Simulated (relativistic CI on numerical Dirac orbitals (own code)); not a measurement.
## Line list: Forbidden lines, As XXX

Computed by Dirac-Coulomb-Breit CI, separate exchange-only KLI orbitals for each configuration, model QED (radiative potential, 1s self-energy scaled to tabulated hydrogen-like ionisation energies), unscaled Slater integrals (own radial code, finite nucleus).

CI space (outside the closed core 1s2): 2s², 2s2p, 2p², 2p3s, 2p3p, 2s3s, 2s3p, 2s3d, 2s4s, 2s4p, 2s4d, 2s4f, 3s², 3s3p, 3p². Levels of other configurations are missing.

```csv
λ vac (Å),Lower,Upper,Type,A (s⁻¹),E lower (10³ cm⁻¹),E upper (10³ cm⁻¹)
6.7400,2s2p ³P°0 [2],2s3p ³P°2 [16],E2,4.13e+09,457.7,15294.4
6.7706,2s2p ³P°1 [3],2s3p ³P°2 [16],E2,8.56e+09,524.8,15294.4
6.9022,2s2p ³P°2 [4],2s3p ³P°2 [16],E2,7.05e+09,806.2,15294.4
6.9510,2s2p ³P°2 [4],2s3p ³P°0 [13],E2,2.03e+10,806.2,15192.7
7.0732,2s2p ¹P°1 [5],2s3p ³P°2 [16],E2,6.65e+08,1156.5,15294.4
355.28,2s2p ³P°1 [3],2s2p ³P°2 [4],M1,2.76e+05,524.8,806.2
```

Terms are leading LS components. Brackets give the number of a level in order of energy, since labels repeat. The list gives strong lines, with weight on those to low levels, among the lowest 48 of 58 levels, so that lines to higher ones, which can be the strongest, are missing. Levels whose partners in the same complex of configurations lie outside the list can be far off, and so can their lines. Rates are taken at the computed energies, electric ones in the length gauge.

At this charge energies of transitions that change n are usually good to better than 1 %, and those within a shell (Δn = 0) to a few per cent.

LS names give the leading component of a level, which can be under half, so a name can repeat, a term be missing and a line seem to break the LS rules.
